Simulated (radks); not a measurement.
Results of a calculation; reference values are marked as such.
Spherical quantum dot in the effective-mass picture: electrons in a well V = -V0 / (1 + exp((r - R)/a)) with V0 = 22.2, R = 2.88, a = 0.23, with a point charge +1 (a donor) at the centre, all in effective atomic units (hartree* = m*/eps^2 hartree, bohr* = eps/m* bohr), one dielectric constant everywhere. Level of theory: non-relativistic Kohn-Sham, LDA (Slater exchange, Perdew-Wang correlation), spin-polarised, spherical densities (a radial shooting solver with Libxc functionals). Levels are named by radial order and angular momentum (1s, 1p, 1d, 2s, ...), and open shells are averaged over m.

N = 7, configuration 1s2 1p(up 3, down 2). This is the lowest configuration that the search found. Occupied and some empty levels:

| level | occupation | eigenvalue (hartree*) | <r> (bohr*) |
|---|---|---|---|
| 1s up | 1 | -18.639 | 1.297 |
| 1s down | 1 | -18.604 | 1.294 |
| 1p up | 3 | -17.883 | 1.626 |
| 1p down | 2 | -17.845 | 1.627 |
| 1d up | 0 | -17.020 | 1.783 |
| 1d down | 0 | -16.982 | 1.785 |
| 2s up | 0 | -16.861 | 1.331 |
| 2s down | 0 | -16.835 | 1.333 |
| 1f up | 0 | -15.988 | 1.897 |
| 1f down | 0 | -15.953 | 1.898 |

Energy (hartree*): total -139.916, kinetic 7.2804, external -158.36, Hartree 14.300, exchange-correlation -3.1325.

Electron density:

| r (bohr*) | n(r) (e/bohr*^3) |
|---|---|
| 0.145 | 0.3802 |
| 0.307 | 0.3036 |
| 0.468 | 0.2628 |
| 0.630 | 0.2440 |
| 0.791 | 0.2371 |
| 0.953 | 0.2347 |
| 1.11 | 0.2309 |
| 1.28 | 0.2212 |
| 1.44 | 0.2027 |
| 1.60 | 0.1745 |
| 1.76 | 0.1389 |
| 1.92 | 0.09976 |
| 2.08 | 0.06331 |
| 2.25 | 0.03423 |
| 2.41 | 0.01535 |
| 2.57 | 0.005456 |
| 2.73 | 0.001518 |
| 2.89 | 0.0003257 |
| 3.05 | 0.00005698 |
| 3.21 | 8.423e-06 |
